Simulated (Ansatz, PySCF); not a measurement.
This Ansatz (an electronic-structure program) input computes a CAM-B3LYP/def2-TZVPD energy:

Ansatz 0.2 input:
```yaml
crystal:
  periodic: [false, false, false]
  atoms:
    - {symbol: C, position_ang: [-1.10298418, 0.04461010, 0.02624638]}
    - {symbol: Si, position_ang: [0.79384245, -0.02319156, -0.00715938]}
    - {symbol: H, position_ang: [-1.40932882, -0.59191163, -0.82029709]}
    - {symbol: H, position_ang: [-1.52739255, 1.03500244, -0.15848113]}
    - {symbol: H, position_ang: [-1.55916794, -0.38606960, 0.92153128]}
basis:
  gaussian:
    orbitals: def2-TZVPD
hamiltonian:
  xc: {name: CAM-B3LYP}
magnetization: {spin_polarized: true, initial_magnetization: 1}
output: {forces: true}
```

Problem. Write an input for the same energy in PySCF and say what it gives.

Solution. 
```python
from pyscf import gto, scf, dft

mol = gto.M(
    atom='''
    C    -1.10298418    0.04461010    0.02624638
    Si    0.79384245   -0.02319156   -0.00715938
    H    -1.40932882   -0.59191163   -0.82029709
    H    -1.52739255    1.03500244   -0.15848113
    H    -1.55916794   -0.38606960    0.92153128
    ''',
    basis='def2-tzvpd',
    charge=0,
    spin=1,
    verbose=4,
)

mf = dft.UKS(mol, xc='camb3lyp').density_fit(auxbasis='def2-universal-jkfit')
mf.grids.level = 3
mf.conv_tol = 1e-9
mf.max_cycle = 100
mf.max_memory = 1500
mf.kernel()
if not mf.converged:
    mf = mf.newton()
    mf.kernel(mf.make_rdm1())
for _ in range(2):
    mo, _, stable, _ = mf.stability(return_status=True)
    if stable:
        break
    mf.kernel(mf.make_rdm1(mo, mf.mo_occ))
mf.analyze()
```
It gives -329.31519 Eh, and Ansatz -329.31514 Eh, a difference of 0.05 mEh, from the treatment of integrals and grids.

It need not be the lowest isomer of its formula.
